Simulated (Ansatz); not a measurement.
**Molecular dynamics of C$_{2}$H$_{7}$BSi**

The input (input.yaml):

```yaml
crystal:
  periodic: [false, false, false]
  atoms:
    - { symbol: B, position_ang: [-1.299362, 1.523698, -0.618161] }
    - { symbol: Si, position_ang: [0.359973, 0.746025, 0.057818] }
    - { symbol: C, position_ang: [0.232806, -0.94072, 0.974378] }
    - { symbol: C, position_ang: [0.738454, -1.077587, -0.425361] }
    - { symbol: H, position_ang: [-2.207723, 0.770596, -0.873791] }
    - { symbol: H, position_ang: [-1.46256, 2.705036, -0.794935] }
    - { symbol: H, position_ang: [1.580831, 1.508937, 0.423253] }
    - { symbol: H, position_ang: [-0.772806, -1.308456, 1.200485] }
    - { symbol: H, position_ang: [0.947419, -1.07847, 1.793044] }
    - { symbol: H, position_ang: [1.799687, -1.309282, -0.566619] }
    - { symbol: H, position_ang: [0.083282, -1.539787, -1.170111] }
magnetization:
  spin_polarized: true
basis:
  gaussian: { orbitals: def2-SVP }
hamiltonian:
  xc: b3lyp
md:
  timestep: 0.5
  n_steps: 150
  ensemble: nve
  temperature: 500.0
  initial_velocities: maxwell_boltzmann
  seed: 867949
```

Run as:

```bash
$ ansatz run input.yaml --threads 2 --pin off --max-ram 3072MiB --backend cpu --events-out ev --progress --plain --runs-dir out
```

It starts from a relaxed structure.

Output, in part (one step line in 2, the closing report, with atoms numbered from 0):

```
md step     0: t =     0.00 fs  T =   500.0 K  F+E_penalty+E_count = -10736.27264676 eV  E_kin = 0.581670 eV  conserved = -10735.69097677 eV  (30 SCF iters)
md step     2: t =     1.00 fs  T =   458.5 K  F+E_penalty+E_count = -10736.22344665 eV  E_kin = 0.533398 eV  conserved = -10735.69004826 eV  (29 SCF iters)
md step     4: t =     2.00 fs  T =   373.1 K  F+E_penalty+E_count = -10736.12274993 eV  E_kin = 0.433997 eV  conserved = -10735.68875258 eV  (30 SCF iters)
md step     6: t =     3.00 fs  T =   307.9 K  F+E_penalty+E_count = -10736.04650288 eV  E_kin = 0.358221 eV  conserved = -10735.68828191 eV  (28 SCF iters)
md step     8: t =     4.00 fs  T =   288.0 K  F+E_penalty+E_count = -10736.02393936 eV  E_kin = 0.335071 eV  conserved = -10735.68886816 eV  (28 SCF iters)
md step    10: t =     5.00 fs  T =   284.8 K  F+E_penalty+E_count = -10736.02125087 eV  E_kin = 0.331355 eV  conserved = -10735.68989547 eV  (29 SCF iters)
md step    12: t =     6.00 fs  T =   250.2 K  F+E_penalty+E_count = -10735.98122944 eV  E_kin = 0.291110 eV  conserved = -10735.69011916 eV  (29 SCF iters)
md step    14: t =     7.00 fs  T =   179.9 K  F+E_penalty+E_count = -10735.89805167 eV  E_kin = 0.209284 eV  conserved = -10735.68876742 eV  (29 SCF iters)
md step    16: t =     8.00 fs  T =   140.8 K  F+E_penalty+E_count = -10735.85145222 eV  E_kin = 0.163839 eV  conserved = -10735.68761311 eV  (28 SCF iters)
md step    18: t =     9.00 fs  T =   184.8 K  F+E_penalty+E_count = -10735.90366247 eV  E_kin = 0.214941 eV  conserved = -10735.68872173 eV  (28 SCF iters)
md step    20: t =    10.00 fs  T =   261.4 K  F+E_penalty+E_count = -10735.99437235 eV  E_kin = 0.304088 eV  conserved = -10735.69028422 eV  (31 SCF iters)
md step    22: t =    11.00 fs  T =   295.1 K  F+E_penalty+E_count = -10736.03347288 eV  E_kin = 0.343260 eV  conserved = -10735.69021267 eV  (31 SCF iters)
md step    24: t =    12.00 fs  T =   282.8 K  F+E_penalty+E_count = -10736.01817574 eV  E_kin = 0.328965 eV  conserved = -10735.68921068 eV  (31 SCF iters)
md step    26: t =    13.00 fs  T =   270.8 K  F+E_penalty+E_count = -10736.00361517 eV  E_kin = 0.314984 eV  conserved = -10735.68863122 eV  (28 SCF iters)
md step    28: t =    14.00 fs  T =   288.6 K  F+E_penalty+E_count = -10736.02465061 eV  E_kin = 0.335772 eV  conserved = -10735.68887820 eV  (29 SCF iters)
md step    30: t =    15.00 fs  T =   323.9 K  F+E_penalty+E_count = -10736.06650659 eV  E_kin = 0.376822 eV  conserved = -10735.68968423 eV  (29 SCF iters)
md step    32: t =    16.00 fs  T =   335.5 K  F+E_penalty+E_count = -10736.08070898 eV  E_kin = 0.390327 eV  conserved = -10735.69038171 eV  (29 SCF iters)
md step    34: t =    17.00 fs  T =   291.9 K  F+E_penalty+E_count = -10736.02957820 eV  E_kin = 0.339622 eV  conserved = -10735.68995616 eV  (29 SCF iters)
md step    36: t =    18.00 fs  T =   218.7 K  F+E_penalty+E_count = -10735.94295003 eV  E_kin = 0.254479 eV  conserved = -10735.68847099 eV  (29 SCF iters)
md step    38: t =    19.00 fs  T =   186.2 K  F+E_penalty+E_count = -10735.90473643 eV  E_kin = 0.216668 eV  conserved = -10735.68806819 eV  (27 SCF iters)
md step    40: t =    20.00 fs  T =   212.5 K  F+E_penalty+E_count = -10735.93664278 eV  E_kin = 0.247238 eV  conserved = -10735.68940476 eV  (29 SCF iters)
md step    42: t =    21.00 fs  T =   236.7 K  F+E_penalty+E_count = -10735.96552687 eV  E_kin = 0.275314 eV  conserved = -10735.69021280 eV  (31 SCF iters)
md step    44: t =    22.00 fs  T =   217.2 K  F+E_penalty+E_count = -10735.94222819 eV  E_kin = 0.252720 eV  conserved = -10735.68950797 eV  (30 SCF iters)
md step    46: t =    23.00 fs  T =   183.6 K  F+E_penalty+E_count = -10735.90204408 eV  E_kin = 0.213554 eV  conserved = -10735.68849030 eV  (28 SCF iters)
md step    48: t =    24.00 fs  T =   184.8 K  F+E_penalty+E_count = -10735.90320796 eV  E_kin = 0.214973 eV  conserved = -10735.68823542 eV  (29 SCF iters)
md step    50: t =    25.00 fs  T =   234.6 K  F+E_penalty+E_count = -10735.96175002 eV  E_kin = 0.272937 eV  conserved = -10735.68881325 eV  (29 SCF iters)
md step    52: t =    26.00 fs  T =   303.4 K  F+E_penalty+E_count = -10736.04277401 eV  E_kin = 0.352987 eV  conserved = -10735.68978697 eV  (32 SCF iters)
md step    54: t =    27.00 fs  T =   342.5 K  F+E_penalty+E_count = -10736.08873798 eV  E_kin = 0.398394 eV  conserved = -10735.69034440 eV  (31 SCF iters)
md step    56: t =    28.00 fs  T =   328.1 K  F+E_penalty+E_count = -10736.07132441 eV  E_kin = 0.381701 eV  conserved = -10735.68962375 eV  (31 SCF iters)
md step    58: t =    29.00 fs  T =   298.2 K  F+E_penalty+E_count = -10736.03530849 eV  E_kin = 0.346909 eV  conserved = -10735.68839952 eV  (29 SCF iters)
md step    60: t =    30.00 fs  T =   308.8 K  F+E_penalty+E_count = -10736.04800878 eV  E_kin = 0.359291 eV  conserved = -10735.68871803 eV  (29 SCF iters)
md step    62: t =    31.00 fs  T =   345.9 K  F+E_penalty+E_count = -10736.09246095 eV  E_kin = 0.402407 eV  conserved = -10735.69005421 eV  (30 SCF iters)
md step    64: t =    32.00 fs  T =   347.8 K  F+E_penalty+E_count = -10736.09484934 eV  E_kin = 0.404567 eV  conserved = -10735.69028227 eV  (30 SCF iters)
md step    66: t =    33.00 fs  T =   299.7 K  F+E_penalty+E_count = -10736.03806960 eV  E_kin = 0.348670 eV  conserved = -10735.68939951 eV  (29 SCF iters)
md step    68: t =    34.00 fs  T =   242.0 K  F+E_penalty+E_count = -10735.97013071 eV  E_kin = 0.281499 eV  conserved = -10735.68863171 eV  (28 SCF iters)
md step    70: t =    35.00 fs  T =   214.1 K  F+E_penalty+E_count = -10735.93751900 eV  E_kin = 0.249028 eV  conserved = -10735.68849056 eV  (28 SCF iters)
md step    72: t =    36.00 fs  T =   224.0 K  F+E_penalty+E_count = -10735.94948415 eV  E_kin = 0.260548 eV  conserved = -10735.68893584 eV  (29 SCF iters)
md step    74: t =    37.00 fs  T =   248.5 K  F+E_penalty+E_count = -10735.97872016 eV  E_kin = 0.289070 eV  conserved = -10735.68965040 eV  (29 SCF iters)
md step    76: t =    38.00 fs  T =   253.4 K  F+E_penalty+E_count = -10735.98456254 eV  E_kin = 0.294751 eV  conserved = -10735.68981181 eV  (29 SCF iters)
md step    78: t =    39.00 fs  T =   233.7 K  F+E_penalty+E_count = -10735.96083805 eV  E_kin = 0.271842 eV  conserved = -10735.68899629 eV  (29 SCF iters)
md step    80: t =    40.00 fs  T =   227.7 K  F+E_penalty+E_count = -10735.95333185 eV  E_kin = 0.264866 eV  conserved = -10735.68846607 eV  (28 SCF iters)
md step    82: t =    41.00 fs  T =   258.6 K  F+E_penalty+E_count = -10735.99002175 eV  E_kin = 0.300792 eV  conserved = -10735.68922950 eV  (30 SCF iters)
md step    84: t =    42.00 fs  T =   292.2 K  F+E_penalty+E_count = -10736.02996254 eV  E_kin = 0.339973 eV  conserved = -10735.68998999 eV  (29 SCF iters)
md step    86: t =    43.00 fs  T =   291.7 K  F+E_penalty+E_count = -10736.02911907 eV  E_kin = 0.339372 eV  conserved = -10735.68974730 eV  (29 SCF iters)
md step    88: t =    44.00 fs  T =   264.5 K  F+E_penalty+E_count = -10735.99692970 eV  E_kin = 0.307754 eV  conserved = -10735.68917540 eV  (29 SCF iters)
md step    90: t =    45.00 fs  T =   237.9 K  F+E_penalty+E_count = -10735.96560422 eV  E_kin = 0.276720 eV  conserved = -10735.68888458 eV  (28 SCF iters)
md step    92: t =    46.00 fs  T =   227.1 K  F+E_penalty+E_count = -10735.95311927 eV  E_kin = 0.264173 eV  conserved = -10735.68894592 eV  (27 SCF iters)
md step    94: t =    47.00 fs  T =   228.5 K  F+E_penalty+E_count = -10735.95514097 eV  E_kin = 0.265807 eV  conserved = -10735.68933443 eV  (29 SCF iters)
md step    96: t =    48.00 fs  T =   222.8 K  F+E_penalty+E_count = -10735.94883141 eV  E_kin = 0.259143 eV  conserved = -10735.68968837 eV  (30 SCF iters)
md step    98: t =    49.00 fs  T =   195.5 K  F+E_penalty+E_count = -10735.91677637 eV  E_kin = 0.227406 eV  conserved = -10735.68937022 eV  (30 SCF iters)
md step   100: t =    50.00 fs  T =   164.7 K  F+E_penalty+E_count = -10735.88027504 eV  E_kin = 0.191647 eV  conserved = -10735.68862765 eV  (28 SCF iters)
md step   102: t =    51.00 fs  T =   165.2 K  F+E_penalty+E_count = -10735.88087096 eV  E_kin = 0.192173 eV  conserved = -10735.68869794 eV  (28 SCF iters)
md step   104: t =    52.00 fs  T =   194.1 K  F+E_penalty+E_count = -10735.91528341 eV  E_kin = 0.225788 eV  conserved = -10735.68949559 eV  (30 SCF iters)
md step   106: t =    53.00 fs  T =   215.6 K  F+E_penalty+E_count = -10735.94051474 eV  E_kin = 0.250818 eV  conserved = -10735.68969670 eV  (30 SCF iters)
md step   108: t =    54.00 fs  T =   217.3 K  F+E_penalty+E_count = -10735.94208961 eV  E_kin = 0.252781 eV  conserved = -10735.68930853 eV  (30 SCF iters)
md step   110: t =    55.00 fs  T =   215.0 K  F+E_penalty+E_count = -10735.93918990 eV  E_kin = 0.250159 eV  conserved = -10735.68903127 eV  (28 SCF iters)
md step   112: t =    56.00 fs  T =   223.3 K  F+E_penalty+E_count = -10735.94867159 eV  E_kin = 0.259742 eV  conserved = -10735.68892921 eV  (28 SCF iters)
md step   114: t =    57.00 fs  T =   246.5 K  F+E_penalty+E_count = -10735.97581461 eV  E_kin = 0.286736 eV  conserved = -10735.68907818 eV  (28 SCF iters)
md step   116: t =    58.00 fs  T =   275.5 K  F+E_penalty+E_count = -10736.01004359 eV  E_kin = 0.320513 eV  conserved = -10735.68953018 eV  (29 SCF iters)
md step   118: t =    59.00 fs  T =   288.6 K  F+E_penalty+E_count = -10736.02551090 eV  E_kin = 0.335694 eV  conserved = -10735.68981684 eV  (29 SCF iters)
md step   120: t =    60.00 fs  T =   274.1 K  F+E_penalty+E_count = -10736.00832584 eV  E_kin = 0.318865 eV  conserved = -10735.68946086 eV  (29 SCF iters)
md step   122: t =    61.00 fs  T =   250.4 K  F+E_penalty+E_count = -10735.98030012 eV  E_kin = 0.291355 eV  conserved = -10735.68894518 eV  (29 SCF iters)
md step   124: t =    62.00 fs  T =   242.1 K  F+E_penalty+E_count = -10735.97076857 eV  E_kin = 0.281678 eV  conserved = -10735.68909064 eV  (28 SCF iters)
md step   126: t =    63.00 fs  T =   244.1 K  F+E_penalty+E_count = -10735.97351912 eV  E_kin = 0.283997 eV  conserved = -10735.68952216 eV  (29 SCF iters)
md step   128: t =    64.00 fs  T =   236.9 K  F+E_penalty+E_count = -10735.96511616 eV  E_kin = 0.275589 eV  conserved = -10735.68952685 eV  (31 SCF iters)
md step   130: t =    65.00 fs  T =   217.5 K  F+E_penalty+E_count = -10735.94237970 eV  E_kin = 0.253034 eV  conserved = -10735.68934585 eV  (28 SCF iters)
md step   132: t =    66.00 fs  T =   194.2 K  F+E_penalty+E_count = -10735.91504981 eV  E_kin = 0.225917 eV  conserved = -10735.68913250 eV  (28 SCF iters)
md step   134: t =    67.00 fs  T =   178.3 K  F+E_penalty+E_count = -10735.89626800 eV  E_kin = 0.207395 eV  conserved = -10735.68887256 eV  (28 SCF iters)
md step   136: t =    68.00 fs  T =   181.4 K  F+E_penalty+E_count = -10735.89987179 eV  E_kin = 0.210974 eV  conserved = -10735.68889824 eV  (28 SCF iters)
md step   138: t =    69.00 fs  T =   201.2 K  F+E_penalty+E_count = -10735.92332991 eV  E_kin = 0.234049 eV  conserved = -10735.68928127 eV  (29 SCF iters)
md step   140: t =    70.00 fs  T =   219.8 K  F+E_penalty+E_count = -10735.94520994 eV  E_kin = 0.255666 eV  conserved = -10735.68954366 eV  (30 SCF iters)
md step   142: t =    71.00 fs  T =   225.3 K  F+E_penalty+E_count = -10735.95141642 eV  E_kin = 0.262046 eV  conserved = -10735.68937075 eV  (29 SCF iters)
md step   144: t =    72.00 fs  T =   225.5 K  F+E_penalty+E_count = -10735.95146612 eV  E_kin = 0.262292 eV  conserved = -10735.68917436 eV  (30 SCF iters)
md step   146: t =    73.00 fs  T =   230.0 K  F+E_penalty+E_count = -10735.95690372 eV  E_kin = 0.267610 eV  conserved = -10735.68929332 eV  (29 SCF iters)
md step   148: t =    74.00 fs  T =   235.4 K  F+E_penalty+E_count = -10735.96322227 eV  E_kin = 0.273838 eV  conserved = -10735.68938421 eV  (30 SCF iters)
md step   150: t =    75.00 fs  T =   236.6 K  F+E_penalty+E_count = -10735.96464777 eV  E_kin = 0.275261 eV  conserved = -10735.68938698 eV  (31 SCF iters)
Total energy: -10735.96490514 eV, -394.5394331654 hartree
Atom 0 at    -1.218187     1.409225    -0.820351 Å, force     0.581333    -0.323517     0.344577 eV/Å
Atom 1 at     0.342659     0.800235     0.233247 Å, force    -0.414882     0.156263    -0.334524 eV/Å
Atom 2 at     0.370312    -0.991232     0.940506 Å, force     0.893250     0.365205     0.909425 eV/Å
Atom 3 at     0.544108    -1.024629    -0.504392 Å, force     1.250879     0.756815    -0.255000 eV/Å
Atom 4 at    -2.245334     0.814492    -0.771770 Å, force    -0.362721    -0.341490     0.137846 eV/Å
Atom 5 at    -1.154789     2.273150    -1.642513 Å, force     0.179689     0.354430    -0.042542 eV/Å
Atom 6 at     1.653482     1.487696     0.127516 Å, force     0.116949    -0.067527     0.076552 eV/Å
Atom 7 at    -0.575434    -1.269504     1.401256 Å, force    -0.205819    -0.320860    -0.122024 eV/Å
Atom 8 at     1.260129    -1.340214     1.483286 Å, force    -0.185696     0.388139     0.419148 eV/Å
Atom 9 at     1.579198    -1.088409    -0.924027 Å, force    -0.848426    -0.368590     0.257576 eV/Å
Atom 10 at    -0.259988    -1.440560    -1.036583 Å, force    -1.004558    -0.598868    -1.391033 eV/Å
Dipole moment:     0.098242    -0.192360     0.099240 e Å
```

All steps were run. The conserved energy stayed within 0.31 meV per atom of its start (net change 0.14 meV per atom), so the integration is sound. Over the second half the temperature averaged 0.46 of the 500 K drawn at the start: a run that starts near a minimum puts about half its kinetic energy into the potential. A run of 0.075 ps of so small a system gives no equilibrium averages.

The same pairs are bonded in the first frame and the last. Pairs count as bonded within 1.25 times the sum of covalent radii (0.12 Å more for H–H).

Last frame:

```xyz
11
Properties=species:S:1:pos:R:3
B -1.218 1.409 -0.820
Si 0.343 0.800 0.233
C 0.370 -0.991 0.941
C 0.544 -1.025 -0.504
H -2.245 0.815 -0.772
H -1.155 2.273 -1.643
H 1.653 1.488 0.128
H -0.575 -1.270 1.401
H 1.260 -1.340 1.483
H 1.579 -1.088 -0.924
H -0.260 -1.441 -1.037
```

Time of the run: 12 min on 2 threads of Arm Neoverse N1, on a shared host, peak memory 0.25 GiB.
